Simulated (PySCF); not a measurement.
Compound: C7H8F (doublet state).
Atom-mapped SMILES: `[CH3:1][C@@H:2]1[C:3]=[CH:4][CH2:5][C:6]([F:7])=[CH:8]1` (hydrogens: H9, H10, H11 on C1; H12 on C2; H13 on C4; H14, H15 on C5; H16 on C8)

Geometry (GFN2-xTB, Å), atoms numbered from 1 in this order:
```
atom  x, y, z in Å
C1     2.0946   -0.2546   -0.5906
C2     1.0365   -0.1279    0.5136
C3     0.1221   -1.2752    0.5195
C4    -1.1507   -1.3577    0.2826
C5    -1.9553   -0.1135   -0.0635
C6    -1.0821    1.0921    0.0437
F7    -1.7564    2.2579   -0.1501
C8     0.2112    1.1252    0.3098
H9     2.7459    0.6162   -0.5921
H10    2.6985   -1.1438   -0.4284
H11    1.6125   -0.3332   -1.5621
H12    1.5536   -0.0530    1.4795
H13   -1.7071   -2.2821    0.3178
H14   -2.3576   -0.1944   -1.0796
H15   -2.8079   -0.0148    0.6171
H16    0.7347    2.0677    0.3715
```

Computed, not measured: UKS B3LYP, pcH-1 on C F H, non-relativistic, mean-field spin-orbit, GIAO in PySCF. Geometry: GFN2-xTB; no solvent, vibrations or thermal averaging. A GFN2-xTB geometry isn't a minimum of the functional, and hyperfine couplings can be far from their values at a DFT geometry. No stability test was run, so a lower SCF solution isn't excluded.

(1) Match the computed a_iso(13C) values +346.3, +58.6, +50.8, +26.5, +11.7, +8.2, -7.8 MHz with the sites C1; C2; C3; C4; C5; C6; C8.

(2) Match the computed a_iso(1H) values +84.7, +22.3, +17.9, -11.2, -5.7, -1.0 MHz (means over equivalent nuclei) with the sites H9/H10/H11; H12; H13; H14; H15; H16.

Answers

(1) 
```json
{"site": "C1", "a_iso (MHz)": "+8.2", "ρ(0) (bohr⁻³)": "+0.0073", "position": "2 bonds from C3", "distance from C3 (Å)": "2.48", "spin population": "0.00", "largest |T| (MHz)": "2.5"}
{"site": "C2", "a_iso (MHz)": "+26.5", "ρ(0) (bohr⁻³)": "+0.0235", "position": "1 bond from C3", "distance from C3 (Å)": "1.47", "spin population": "-0.03", "largest |T| (MHz)": "11.7"}
{"site": "C3", "a_iso (MHz)": "+346.3", "ρ(0) (bohr⁻³)": "+0.3081", "position": "largest spin population", "distance from C3 (Å)": "0.00", "spin population": "+1.00", "largest |T| (MHz)": "138.5"}
{"site": "C4", "a_iso (MHz)": "+11.7", "ρ(0) (bohr⁻³)": "+0.0104", "position": "1 bond from C3", "distance from C3 (Å)": "1.30", "spin population": "-0.14", "largest |T| (MHz)": "19.4"}
{"site": "C5", "a_iso (MHz)": "+58.6", "ρ(0) (bohr⁻³)": "+0.0521", "position": "2 bonds from C3", "distance from C3 (Å)": "2.45", "spin population": "+0.08", "largest |T| (MHz)": "15.1"}
{"site": "C6", "a_iso (MHz)": "-7.8", "ρ(0) (bohr⁻³)": "-0.0069", "position": "3 bonds from C3", "distance from C3 (Å)": "2.70", "spin population": "-0.01", "largest |T| (MHz)": "2.3"}
{"site": "C8", "a_iso (MHz)": "+50.8", "ρ(0) (bohr⁻³)": "+0.0452", "position": "2 bonds from C3", "distance from C3 (Å)": "2.41", "spin population": "+0.05", "largest |T| (MHz)": "9.7"}
```

(2) 
```
      site  a_iso (MHz)  ρ(0) (bohr⁻³)                                         position  distance from C3 (Å)  bound to  spin population there  largest |T| (MHz)
H9/H10/H11         -1.0        -0.0002                                  3 bonds from C3                  2.97        C1                   0.00                5.6
       H12        +22.3        +0.0050                                  2 bonds from C3                  2.11        C2                  -0.03               12.5
       H13        +84.7        +0.0190  2 bonds from C3, on C4 of spin population -0.14                  2.10        C4                  -0.14               11.8
       H14        -11.2        -0.0025                                  3 bonds from C3                  3.14        C5                  +0.08                5.7
       H15         -5.7        -0.0013                                  3 bonds from C3                  3.19        C5                  +0.08                5.4
       H16        +17.9        +0.0040                                  3 bonds from C3                  3.40        C8                  +0.05                5.1
```

ρ(0) is the spin density at the nucleus and T the dipolar tensor; entries for several nuclei are means. The Mulliken spin populations are largest on C3 (+1.00), C4 (-0.14) and C5 (+0.08). C3 is the only atom above +0.15. The positive populations add up to 1.19 and the negative ones to -0.19, together 2S = 1.

Class means assume fast exchange of nuclei equivalent by connectivity; if that motion is slow, each nucleus keeps its own coupling.
